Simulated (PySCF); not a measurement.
**Which functional comes closest?**

Molecule: isopropyl acetate (CC(=O)OC(C)C, C5H10O2).

Mapped SMILES: `[CH3:1][C:2](=[O:3])[O:4][CH:5]([CH3:6])[CH3:7]`. Hydrogens are named by the atom that carries them.

Geometry PBE0-D3(BJ)/def2-SVP throughout; GIAO in PySCF 2.14, gas phase, one conformer, non-relativistic; equivalent atoms averaged; basis pcSseg-1.

Reference values (measured; solution, not stated per compound (mostly CDCl3 or CCl4); Pretsch, Buehlmann, Badertscher, Structure Determination of Organic Compounds, 4th ed. (2009)): δ(C5) = 67.5 ppm, δ(C6/C7) = 21.9 ppm, δ(H(C5)) = 4.99 ppm, δ(H(C6)/H(C7)) = 1.23 ppm. Computed shifts are taken against TMS, calculated as an isolated molecule at each level.

Question: How do the functionals HF, PBE, KT3, B3LYP, PBE0, WP04, BHandHLYP, wB97X-D perform against the reference? Times are CPU seconds on shared hosts with different chips, so compare them loosely.

Answer: 
| functional | kind | C5 | C6/C7 | H(C5) | H(C6)/H(C7) | mean abs. error C | mean abs. error H | core-s |
| --- | --- | --- | --- | --- | --- | --- | --- | --- |
| HF | Hartree–Fock | 60.0 | 22.2 | 4.38 | 1.23 | 3.9 | 0.31 | 8.1 |
| PBE | GGA | 69.0 | 22.7 | 4.84 | 1.16 | 1.2 | 0.11 | 26 |
| KT3 | GGA | 67.0 | 22.3 | 4.79 | 1.16 | 0.5 | 0.14 | 27 |
| B3LYP | global hybrid | 68.4 | 23.0 | 4.72 | 1.18 | 1.0 | 0.16 | 20 |
| PBE0 | global hybrid | 66.6 | 22.5 | 4.69 | 1.17 | 0.8 | 0.18 | 40 |
| WP04 | global hybrid | 71.4 | 23.1 | 4.64 | 1.19 | 2.6 | 0.20 | 17 |
| BHandHLYP | global hybrid | 65.4 | 22.8 | 4.57 | 1.20 | 1.5 | 0.22 | 19 |
| wB97X-D | range-separated hybrid | 66.4 | 22.8 | 4.63 | 1.18 | 1.0 | 0.21 | 44 |

For $^{13}$C the closest is KT3 (0.5 ppm) and the furthest HF (3.9 ppm).

For $^{1}$H the closest is PBE (0.11 ppm, with KT3 practically level) and the furthest HF (0.31 ppm). One molecule is a small sample, and vibrational and solvent effects are absent from the calculation.
